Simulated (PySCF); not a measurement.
A PySCF script (with the pyscf-properties extension) for the NMR shieldings of `[C@H]1(BF)SC[C@@H](CC)S1`, C5H10BFS2, on a GFN2-xTB geometry:

```python
import basis_set_exchange as bse
import numpy as np
from pyscf import gto, dft
from pyscf.prop import nmr

atoms = """
C    -2.563003    0.265873   -0.535125
C    -1.206380   -0.326069   -0.901587
C    -0.322609   -0.527300    0.324566
C     0.103688    0.786009    0.969360
S     1.615981    0.525038    1.941545
C     2.428751   -0.375009    0.624456
B     2.450986   -0.054235   -0.913633
F     1.774093    0.975787   -1.448209
S     1.171682   -1.525450   -0.140041
H    -2.454623    1.257429   -0.103457
H    -3.182344    0.347979   -1.424357
H    -3.076600   -0.370237    0.182682
H    -1.354313   -1.294325   -1.384855
H    -0.693998    0.327165   -1.609998
H    -0.832365   -1.157826    1.058828
H     0.303345    1.547620    0.217113
H    -0.656555    1.145872    1.661015
H     3.238451   -0.960048    1.047757
H     3.246010   -0.579021   -1.598387
"""
names = dict.fromkeys(["C", "S", "B", "F", "H"], "pcSseg-1")
basis = {el: gto.basis.parse(bse.get_basis(n, elements=[el], fmt="nwchem")) for el, n in names.items()}
mol = gto.M(atom=atoms, basis=basis, charge=0, verbose=0)
mf = dft.RKS(mol, xc="PBE0")
mf.grids.level = 2
mf.grids.alignment = dft.numint.BLKSIZE   # the property module wants whole blocks of grid points
mf.conv_tol = 1e-9
mf.kernel()

calc = nmr.RKS(mf)   # GIAO
C = mf.mo_coeff
Co = C[:, mf.mo_occ > 0]
resp = mf.gen_response(singlet=True, hermi=2)
def vind(x):   # induced exchange potential for any number of trial vectors
    d = np.einsum("pi,xij,qj->xpq", C, 2 * x.reshape(-1, C.shape[1], Co.shape[1]), Co, optimize=True)
    return np.einsum("xpq,pi,qj->xij", resp(d - d.transpose(0, 2, 1)), C, Co, optimize=True).ravel()
mo1, _ = nmr.rhf.solve_mo1(calc, with_cphf=vind)
sigma = calc.kernel(mo1)
for i, s in enumerate(sigma):   # ppm
    print("%2d %-2s %9.2f" % (i, mol.atom_pure_symbol(i), np.trace(s) / 3))
```

**Question.** What does it print?

**Answer.** 
```
 0 C     170.71
 1 C     157.50
 2 C     119.59
 3 C     141.61
 4 S     415.24
 5 C     128.06
 6 B      95.93
 7 F     362.33
 8 S     535.49
 9 H      30.76
10 H      30.38
11 H      30.88
12 H      29.63
13 H      29.87
14 H      28.22
15 H      28.40
16 H      28.77
17 H      28.07
18 H      27.89
```

These numbers come from an equivalent density-fitted implementation of the same equations, which agrees with the script to about 0.01 ppm for H and up to a few tenths of a ppm for heavy atoms, so last digits may differ.

Size and cost of the density-fitted run: 217 basis functions, 59 s wall time on 1 thread of an Arm Neoverse V1, shared host; peak memory 0.96 GiB.
